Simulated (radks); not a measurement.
Task: All-electron atom: the praseodymium ion Pr10+ in [Kr] 4d10 5s2 5p1 (the NIST ground configuration). All-electron calculation, non-relativistic Kohn-Sham, TPSS, spin-polarised, spherical densities, point nucleus; open shells are filled with parallel spins first (spin-orbit coupling, left out, can overturn this in heavy ions); meta-GGA in the generalised Kohn-Sham scheme; relativity is left out, which matters for an element this heavy. Program: a radial shooting solver on a logarithmic mesh with Libxc functionals. Some entries of the table are withheld. Estimate them.

orbital,occ.,eigenvalue (Ry),<1/r> (bohr^-1)
1s up,1,-2932.522,58.48
1s down,1,-2932.514,58.48
2s up,1,-468.2166,13.52
2s down,1,-468.2139,13.52
2p up,3,-443.7526,13.53
2p down,3,-443.7465,13.53
3s up,1,-110.9540,5.037
3s down,1,-110.9492,5.037
3p up,3,-100.3292,4.967
3p down,3,-100.3225,4.966
3d up,5,-80.61687,4.848
3d down,5,-80.60974,4.848
4s up,1,-31.53508,2.158
4s down,1,-31.51966,2.157
4p up,3,-27.48642,2.070
4p down,3,-27.46949,2.071
4d up,5,-20.35734,1.887
4d down,5,-20.33577,1.889
5s up,1,-12.45369,0.9946
5s down,1,-12.30571,0.9972
4f up,0,(1),1.538
4f down,0,(2),1.545
5p up,1,-11.05732,0.9366
5p down,0,-10.91113,0.9367
6s up,0,-6.66207,0.5690
6s down,0,-6.61130,0.5701

Result: 
(1) 4f up eigenvalue (Ry): -11.84047
(2) 4f down eigenvalue (Ry): -11.80408
